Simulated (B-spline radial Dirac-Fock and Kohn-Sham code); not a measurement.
**How the binding energies of Al⁷⁺ add up**

System: Al⁷⁺, [He] 2s2 2p2; nuclear rms radius 3.061 fm (A = 27).

The run's input, task.json:

```json
{"items": [{
  "Z": 13,
  "q": 7,
  "cfg": [[1, 0, 2], [2, 0, 2], [2, 1, 2]],
  "A": 27,
  "rrms": 3.061,
  "do": ["binding"]
}]}
```

Command: `python xray_run.py task.json out`

Method: Dirac-Fock (average of configuration) total-energy differences with a finite nucleus, the Breit interaction including its frequency dependence, and self-energy and vacuum-polarisation corrections. Computed with a radial atomic solver. Correlation and solid-state effects are left out. Energies are counted from the vacuum level.

All terms are in eV, carry their sign (relaxation lowers the binding energy) and add up to the binding energy; ⟨r⟩ is the mean radius of the orbital in the initial state.

```
subshell  −ε (Koopmans)  relaxation  Breit  self-energy  vacuum polarisation  binding energy  ⟨r⟩ (bohr)
       K         1833.6       -9.91  -0.80        -0.34                 0.02          1822.6       0.119
      L1          310.0       -0.93  -0.05        -0.03                 0.00           309.0       0.552
    L2,3          283.0       -1.13  -0.06         0.01                 0.00           281.9       0.492
```

For the deepest level, K (1s), the Breit terms make up -0.044 % of the binding energy, QED -0.018 % and orbital relaxation -0.544 %.

Going to the tabulated ground configuration of the next ion removes an electron from L2,3 (2p), computed at 281.9 eV. NIST lists 284.64 ± 0.07 eV as the ionisation energy of this species (semi-empirical), +2.77 eV from the computed value. Where a p, d or f shell is open in either ion the computed value averages over both j values and all terms, while the table refers to the lowest levels; that difference holds spin-orbit splitting (largest in heavy or highly charged ions), term energies where several electrons share open shells, and correlation, and it can reach 10 % or more.
